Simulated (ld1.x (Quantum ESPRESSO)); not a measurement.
Be (Z = 4): PAW pseudisation with LDA (PZ), non-relativistic reference atom.

ld1.x (Quantum ESPRESSO) 7.5 was run on this input:

```
&input
   title='Be', zed=4., rel=0, dft='PZ', iswitch=3,
   config='[He] 2s2 2p0 3d-2',
   nld=3, rlderiv=5.20, eminld=-10.0, emaxld=5.0, deld=0.04
 /
 &inputp
   pseudotype=3, lpaw=.true., tm=.true., lloc=-2, rcloc=2.95,
   nlcc=.false.,
   which_augfun='PSQ', rmatch_augfun=0.60,
   file_pseudopw='Be.UPF', file_wfcaegen='ae.wfc', file_wfcncgen='nc.wfc', file_beta='beta', file_chi='chi', file_wfcusgen='us.wfc'
 /
6
1S  1  0   2.00   0.00  0.65  0.75  0.0
2S  2  0   2.00   0.00  0.65  0.75  0.0
2P  2  1   0.00   0.00  4.10  4.80  0.0
2P  2  1   0.00   0.90  4.10  4.80  0.0
3D  3  2  -2.00   0.30  3.75  4.55  0.0
3D  3  2  -2.00   2.40  3.75  4.55  0.0
 &test
   configts(1)='1s2 2s2 2p0'
 /
```

Command:

```bash
ld1.x < Be.in > Be.out
```

Resulting log (shortened: banner, matrices, multipoles, cross overlaps and the repeated all-electron block are left out):

```
Program LD1 v.7.5
     --------------------------- All-electron run ----------------------------

     Be

     atomic number is  4.00
     dft =PZ   lsd =0 sic =0 latt =0  beta=0.20 tr2=1.0E-14
     Exchange-correlation= PZ
                           (   1   1   0   0   0   0   0)
     mesh =1041 r(mesh) = 100.85720 a.u. xmin = -7.00 dx = 0.01250
     1 Ry =  13.60569312 eV

     n l     nl                  e(Ry)          e(Ha)          e(eV)
     1 0     1S 1( 2.00)        -7.7112        -3.8556      -104.9166
     2 0     2S 1( 2.00)        -0.4120        -0.2060        -5.6055
     2 1     2P 1( 0.00)        -0.1548        -0.0774        -2.1059

     final scf error:  6.9E-15 reached in  16 iterations

     Etot =     -28.892399 Ry,     -14.446200 Ha,    -393.101117 eV

     Ekin =      28.618111 Ry,      14.309056 Ha,     389.369243 eV
     Encl =     -66.713280 Ry,     -33.356640 Ha,    -907.680409 eV
     Eh   =      14.230417 Ry,       7.115209 Ha,     193.614688 eV
     Exc  =      -5.027648 Ry,      -2.513824 Ha,     -68.404638 eV

     normalization and overlap integrals

     s(1S/1S) =  1.000000  <r> =   0.4251  <r2> =    0.2466  r(max) =   0.2695
     s(2S/2S) =  1.000000  <r> =   2.6193  <r2> =    8.2533  r(max) =   2.0415
     s(2P/2P) =  1.000000  <r> =   3.1838  <r2> =   12.9118  r(max) =   2.2846

     ------------------------ End of All-electron run ------------------------

     --------------------- Generating PAW atomic setup --------------------

      Generating local potential from pseudized AE potential:
      Matching radius rcloc =   2.9500
      Enforcing V''(0)=0 (lloc=-2)

      Local pseudo, rcloc= 2.970 Estimated cut-off energy=     3.39 Ry

      Computing core charge for PAW:
      Integrated core pseudo-charge :   0.00
      Wfc-us  1S rcutus= 0.751  Estimated cut-off energy=    89.16 Ry
      Wfc-us  2S rcutus= 0.751  Estimated cut-off energy=   187.66 Ry
      Wfc-us  2P rcutus= 4.776  Estimated cut-off energy=     3.54 Ry
      Wfc-us  2P rcutus= 4.776  Estimated cut-off energy=     4.02 Ry
      Wfc-us  3D rcutus= 4.544  Estimated cut-off energy=     5.33 Ry
      Wfc-us  3D rcutus= 4.544  Estimated cut-off energy=     6.48 Ry

     Required augmentation: PSQ   radius:    0.600000

     Q pseudized with Bessel functions
     Expected ecutrho=    1010.6864 due to l1=  2   l2=  2

     Estimated PAW energy =  -28.892399 Ryd

     ------------------- End of pseudopotential generation -------------------

     Computing logarithmic derivative in   5.18088
     Computing logarithmic derivative in   5.18088
     Computing the partial wave expansion
     R is outside the sphere for l=    0 j= 0.00
     R is outside the sphere for l=    0 j= 0.00
     R is outside the sphere for l=    1 j= 0.00
     R is outside the sphere for l=    1 j= 0.00
     R is outside the sphere for l=    2 j= 0.00
     R is outside the sphere for l=    2 j= 0.00

     ---------------------- Testing the pseudopotential ----------------------

     Be

     atomic number is  4.00   valence charge is  4.00
     dft = SLA  PZ   NOGX NOGC   lsd =0 sic =0 latt =0  beta=0.20 tr2=1.0E-14
     mesh =1041 r(mesh) = 100.85720 xmin = -7.00 dx = 0.01250

     n l     nl             e AE (Ry)        e PS (Ry)    De AE-PS (Ry)
     1 0     1S   1( 2.00)       -7.71123       -7.71123       -0.00000
     2 0     2S   1( 2.00)       -0.41200       -0.41200        0.00000
     2 1     2P   1( 0.00)       -0.15478       -0.15478        0.00000

     eps = 1.8E-16  iter =  1

     Etot =     -28.892399 Ry,     -14.446200 Ha,    -393.101117 eV
     Etotps =   -28.892399 Ry,     -14.446200 Ha,    -393.101117 eV

     Ekin =      28.618133 Ry,      14.309067 Ha,     389.369540 eV
     Encl =     -66.713301 Ry,     -33.356651 Ha,    -907.680707 eV
     Ehrt =      14.230417 Ry,       7.115209 Ha,     193.614688 eV
     Ecxc =      -5.027648 Ry,      -2.513824 Ha,     -68.404638 eV

     ---------------------- End of pseudopotential test ----------------------
```

Generation and configuration tests took about 2 s on one core of a shared server CPU.

Transferability test of the new file with ld1.x, input:

```
&input
   title='Be', zed=4., rel=0, dft='PZ', iswitch=2,
   config='[He] 2s2 2p0 3d-2'
 /
 &test
   file_pseudo='Be.UPF', nconf=10,
   configts(1)='1s2 2s2 2p0',
   configts(2)='1s2 2s1 2p0',
   configts(3)='1s2 2s0 2p0',
   configts(4)='1s2 2s1.5 2p0',
   configts(5)='1s2 2s0 2p1',
   configts(6)='1s2 2s0 2p2',
   configts(7)='1s1 2s2 2p0',
   configts(8)='1s2 2s1 2p1',
   configts(9)='1s2 2s1 2p0', lsdts(9)=1,
   configts(10)='1s2 2s1.5 2p0', lsdts(10)=1
 /
```

```bash
ld1.x < Be.test.in > Be.test.out
```

Pseudopotential blocks of its output, shortened (energy terms left out; the distinct warnings before each block abridged to one line each):

```
     ---------------------- Testing the pseudopotential ----------------------

     n l     nl             e AE (Ry)        e PS (Ry)    De AE-PS (Ry)
     1 0     1S   1( 2.00)       -7.71123       -7.71123       -0.00000
     2 0     2S   1( 2.00)       -0.41200       -0.41200        0.00000
     2 1     2P   1( 0.00)       -0.15478       -0.15478        0.00000

     eps = 1.8E-16  iter =  1

     Etot =     -28.892399 Ry,     -14.446200 Ha,    -393.101117 eV
     Etotps =   -28.892399 Ry,     -14.446200 Ha,    -393.101117 eV

     ---------------------- End of pseudopotential test ----------------------

          Warning: convergence not achieved
     Warning: n=1, l=0 expected 0 nodes, found 1
     ---------------------- Testing the pseudopotential ----------------------

     n l     nl             e AE (Ry)        e PS (Ry)    De AE-PS (Ry)
     1 0     1S   1( 2.00)       -8.55477       -8.54351       -0.01126  !
     2 0     2S   1( 1.00)       -1.00290       -1.00340        0.00050
     2 1     2P   1( 0.00)       -0.72207       -0.72303        0.00096

     eps = 5.0E+01  iter =201

     Etot =     -28.192822 Ry,     -14.096411 Ha,    -383.582879 eV
     Etotps =   -18.379157 Ry,      -9.189579 Ha,    -250.061174 eV
     dEtot_ae =       0.699578 Ry
     dEtot_ps =      10.513242 Ry,   Delta E=      -9.813664 Ry

     ---------------------- End of pseudopotential test ----------------------

          BEWARE! Errors in PS-KS equations
     Warning: n=2, l=0 expected 1 nodes, found 2
     Warning: n=2, l=1 expected 0 nodes, found 1
     ---------------------- Testing the pseudopotential ----------------------

     n l     nl             e AE (Ry)        e PS (Ry)    De AE-PS (Ry)
     1 0     1S   1( 2.00)       -9.61157       -9.61157        0.00000
     2 0     2S   1( 0.00)       -1.49526       -1.49526        0.00000
     2 1     2P   1( 0.00)       -1.24181       -1.57430        0.33249  !

     eps = 2.1E-29  iter =  3

     Etot =     -26.886355 Ry,     -13.443177 Ha,    -365.807493 eV
     Etotps =   -19.223147 Ry,      -9.611574 Ha,    -261.544241 eV
     dEtot_ae =       2.006044 Ry
     dEtot_ps =       9.669252 Ry,   Delta E=      -7.663208 Ry

     ---------------------- End of pseudopotential test ----------------------

          BEWARE! Errors in PS-KS equations
     ---------------------- Testing the pseudopotential ----------------------

     n l     nl             e AE (Ry)        e PS (Ry)    De AE-PS (Ry)
     1 0     1S   1( 2.00)       -8.10306       -8.09964       -0.00342
     2 0     2S   1( 1.50)       -0.69561       -0.69421       -0.00139
     2 1     2P   1( 0.00)       -0.42186       -0.42186        0.00000

     eps = 1.0E-31  iter = 53

     Etot =     -28.616704 Ry,     -14.308352 Ha,    -389.350097 eV
     Etotps =   -17.240592 Ry,      -8.620296 Ha,    -234.570203 eV
     dEtot_ae =       0.275695 Ry
     dEtot_ps =      11.651807 Ry,   Delta E=     -11.376112 Ry

     ---------------------- End of pseudopotential test ----------------------
```

The test run then stopped with an error in new_paw_hamiltonian: “negative rho”.
